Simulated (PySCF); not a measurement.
A structure optimised at B3LYP-D3(BJ)/def2-SVP, used in a PySCF frequency run:

```xyz
11

Al     0.6752     0.4355     0.9029
C     -0.1974    -1.2678     0.2449
C     -0.8991    -0.2564    -0.5513
C     -0.3181     0.5720    -1.4711
H     -0.8334    -1.8901     0.8813
H      0.5687    -1.8441    -0.2915
H     -1.9099     0.0121    -0.2156
H      0.6685     0.3579    -1.8946
H     -0.8739     1.4071    -1.9024
H     -0.0677     1.3600     1.9475
H      2.1578     0.6489     0.4024
```
Charge 0, spin multiplicity 1.

**Question.** Write its SMILES and formula.

**Answer.** C=C[CH2][AlH2], C3H7Al

**Question.** What are its rotational constants (standard atomic weights)?

**Answer.** 8.7492, 5.3860, 3.9755 GHz
